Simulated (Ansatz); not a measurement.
`[CH3][GeH]([F])[InH2]` and `[BH2][GeH]([CH3])[F]` differ in one element.

Ansatz, PBE0-D4/def2-TZVP geometries, multiplicity 1. 

Elements past krypton have def2 core potentials. Scalar relativity is left out up to krypton.

```json
{"property": "HOMO–LUMO gap (PBE/def2-TZVPP) / eV", "`[CH3][GeH]([F])[InH2]`": "3.11"}
{"property": "HOMO energy (B3LYP/def2-TZVPP) / eV", "`[CH3][GeH]([F])[InH2]`": "-7.06"}
{"property": "HOMO–LUMO gap (PBE0/def2-TZVPP) / eV", "`[CH3][GeH]([F])[InH2]`": "4.91"}
{"property": "size of the dipole moment (B3LYP/def2-TZVPP) / D", "`[CH3][GeH]([F])[InH2]`": "2.41"}
{"property": "HOMO–LUMO gap (B3LYP/def2-TZVPP) / eV", "`[CH3][GeH]([F])[InH2]`": "4.46"}
{"property": "LUMO energy (PBE/def2-TZVPP) / eV", "`[CH3][GeH]([F])[InH2]`": "-3.05"}
```

(1) Give the same properties after the change, and the shifts. (Best estimate.)

Answers

(1) The calculation gave: 
| property | `[BH2][GeH]([CH3])[F]` | shift |
| --- | --- | --- |
| HOMO–LUMO gap (PBE/def2-TZVPP) / eV | 3.28 | 0.17 |
| HOMO energy (B3LYP/def2-TZVPP) / eV | -8.01 | -0.95 |
| HOMO–LUMO gap (PBE0/def2-TZVPP) / eV | 5.57 | 0.66 |
| size of the dipole moment (B3LYP/def2-TZVPP) / D | 2.53 | 0.12 |
| HOMO–LUMO gap (B3LYP/def2-TZVPP) / eV | 5.15 | 0.69 |
| LUMO energy (PBE/def2-TZVPP) / eV | -3.64 | -0.59 |

With PBE0 the HOMO falls by 0.98 eV and the LUMO falls by 0.32 eV, so the gap widens by about 0.66 eV. PBE moves the HOMO by -0.75 eV and ωB97M-V by -1.13 eV. Dipoles are sizes alone; their direction can turn.

B3LYP here is the variant with VWN-RPA as its local correlation; programs differ in this.
